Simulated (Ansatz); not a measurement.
The cluster As2Se3. Charge 0, multiplicity 3. Geometry PBE-D4/def2-SVPD, that of the charge -1 doublet; atoms count from 1.

```xyz
5

As   -0.118    0.033   -1.333
As   -0.230    0.214    1.301
Se    0.567    2.292    1.821
Se   -1.747   -1.455   -1.929
Se    1.528   -1.084    0.139
```

The structure comes from a short search, and lower isomers may exist.

Estimate the Mulliken populations from the PBE0/def2-TZVPD orbitals of Ansatz.


```csv
atom,charge (e),spin (α − β)
As1,0.27,-0.11
As2,0.29,0.16
Se3,-0.14,1.01
Se4,-0.26,0.73
Se5,-0.15,0.20
```
Mulliken values depend strongly on the basis. With diffuse functions, as here, like atoms can get unlike values, and bond orders can come out too low or too high.

Where does the spin sit?

Summed by element: As 0.05, Se 1.95, of 2 unpaired in all. Largest on single atoms: Se3 1.01, Se4 0.73, Se5 0.20.

And the Mayer bond orders between heavy atoms (over 0.3)?

As1–As2 0.67 (2.64 Å); As1–Se4 1.44 (2.29 Å); As1–Se5 0.82 (2.47 Å); As2–Se3 1.28 (2.29 Å); As2–Se5 0.92 (2.47 Å).
